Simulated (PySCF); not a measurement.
C2H2O, SMILES O1C=C1.

Coordinates come from a PBE0-D3(BJ)/def2-TZVP optimisation.

Two levels are set side by side: TDDFT-PBE/def2-SVPD (PySCF) and ADC(2)/aug-cc-pVDZ (PySCF). Vertical, same geometry; the bases differ. Differences are taken from unrounded values.

| quantity | ADC(2) |
|---|---|
| lowest singlet excitation (eV) | 3.55 |

### Question
What does TDDFT-PBE give, and how far is it from ADC(2)? (Estimate from the structure and the level; the computed values follow.)

### Answer

```tsv
quantity	TDDFT-PBE	TDDFT-PBE minus ADC(2)
lowest singlet excitation (eV)	3.44	-0.11
```

Functionals without exact exchange tend to place singlet excitations lower, as here. Differences between two approximate levels are no errors against the true value.

Rough cost on one machine, each run with all the roots and properties that it gave: ADC(2) against TDDFT-PBE about 6 times.
